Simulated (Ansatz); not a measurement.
System: CH$_{6}$AlN, charge 0, singlet. CH6AlN (SMILES [AlH]([NH2])[CH3]).
B3LYP-D3(BJ)/def2-TZVP minimum from Ansatz (a program for electronic structure):
```xyz
9

Al    -0.2717    -0.2875    -0.3272
H     -1.1112    -1.1485    -1.3538
C      0.1676     1.5966    -0.5978
H      0.7394     1.7395    -1.5197
H      0.7544     2.0136     0.2238
H     -0.7384     2.2019    -0.6990
N      0.2806    -1.1220     1.1375
H      0.8226    -0.7040     1.8778
H      0.0953    -2.0903     1.3492
```

Total energies in hartree (Ansatz). Radicals and triplets start from unrestricted determinants; spin-orbit coupling is neglected. Cores are frozen in correlated methods. No relativity. Where a partner has so few electrons that a lower coupled-cluster level is exact, that level stands in.

```tsv
species	HF/cc-pV(T+d)Z	CCSD(T)/cc-pV(T+d)Z	HF/cc-pV(Q+d)Z	CCSD(T)/cc-pV(Q+d)Z	CCSD(T)/cc-pV(D+d)Z	CCSDT(Q)/cc-pV(D+d)Z
1: CH6AlN (SMILES [CH3][AlH][NH2])	-337.81813	-338.35337	-337.82818	-338.39181	-338.21431	-338.21606
2: Al (doublet)	-241.87908	-241.93131	-241.88044	-241.93374	-241.92191	-241.92229
3: H (doublet)	-0.49981	-0.49981	-0.49995	-0.49995	-0.49928	-0.49928
4: C (triplet)	-37.69157	-37.78076	-37.69331	-37.78654	-37.76038	-37.76071
5: N (quartet)	-54.40069	-54.51471	-54.40372	-54.52482	-54.47850	-54.47866
```

Question: Work out the atomisation energy (electronic, to ground-state atoms) in kcal/mol: take Hartree-Fock from cc-pV(Q+d)Z, extrapolate the CCSD(T) correlation energy as X^-3 (X = 3, 4), and add CCSDT(Q) - CCSD(T) in cc-pV(D+d)Z. 1 hartree = 627.51 kcal/mol.

Answer: 
Species 1: correlation (64·(-0.56363) - 27·(-0.53524))/37 = -0.58435; step -0.00175; E1 = -337.82818 + (-0.58435) + (-0.00175) = -338.41428
Species 2: correlation (64·(-0.05330) - 27·(-0.05223))/37 = -0.05408; step -0.00038; E2 = -241.88044 + (-0.05408) + (-0.00038) = -241.93490
Species 3: correlation (64·(0.00000) - 27·(0.00000))/37 = 0.00000; step +0.00000; E3 = -0.49995 + (0.00000) + (+0.00000) = -0.49995
Species 4: correlation (64·(-0.09323) - 27·(-0.08919))/37 = -0.09618; step -0.00033; E4 = -37.69331 + (-0.09618) + (-0.00033) = -37.78982
Species 5: correlation (64·(-0.12110) - 27·(-0.11402))/37 = -0.12627; step -0.00016; E5 = -54.40372 + (-0.12627) + (-0.00016) = -54.53015
-1·E1 +1·E2 +6·E3 +1·E4 +1·E5 = 1.15971 hartree = 727.7 kcal/mol.
